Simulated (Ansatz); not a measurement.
Gas-phase electronic energies from Ansatz, PBE0-D4/def2-TZVP geometries. CBS: MP2 limit from def2 TZ/QZ plus the TZ coupled-cluster correction, frozen cores. This one scheme is used for every species. DFT in def2-TZVPP. B3LYP here is the variant with VWN-RPA as its local correlation; programs differ in this. Each species was taken in one conformer, which may not be the lowest.

Reaction (redistribution): `O[Si]1(O[SiH3])CO1` + `BF` → `O[Si]1(F)CO1` + `BO[SiH3]`

```
             level  ΔE (kJ/mol)  difference from CCSD(T)/CBS
         r2SCAN-D4        -12.3                         -1.4
          B3LYP-D4         -8.9                          2.0
           ωB97X-V         -9.9                          1.0
           ωB97M-V        -11.1                         -0.2
            B2PLYP        -12.4                         -1.5
            r2SCAN        -13.6                         -2.7
     HF/def2-TZVPP         -5.9                          5.0
    MP2/def2-TZVPP         -9.7                          1.2
SCS-MP2/def2-TZVPP         -9.4                          1.5
   CCSD/def2-TZVPP         -9.3                          1.6
CCSD(T)/def2-TZVPP         -9.6                          1.3
    MP2/def2-QZVPP        -10.5                          0.4
SCS-MP2/def2-QZVPP        -10.2                          0.7
      HF/CBS(def2)         -6.2                          4.7
     MP2/CBS(def2)        -11.0                         -0.1
    CCSD/CBS(def2)        -10.6                          0.3
       CCSD(T)/CBS        -10.9                            0
```

Largest T1 diagnostic among the species: 0.013.

The D4 term adds +5.5 kJ/mol with B3LYP and +3.4 kJ/mol with PBE0; it sums over pairs of atoms, weighted by their polarisabilities, and B3LYP, whose exchange is more repulsive, gets the larger term. In def2-TZVPP, CCSD(T) changes the Hartree–Fock value by −3.7 kJ/mol (the triples alone add −0.3 kJ/mol) and MP2 by −3.8 kJ/mol.
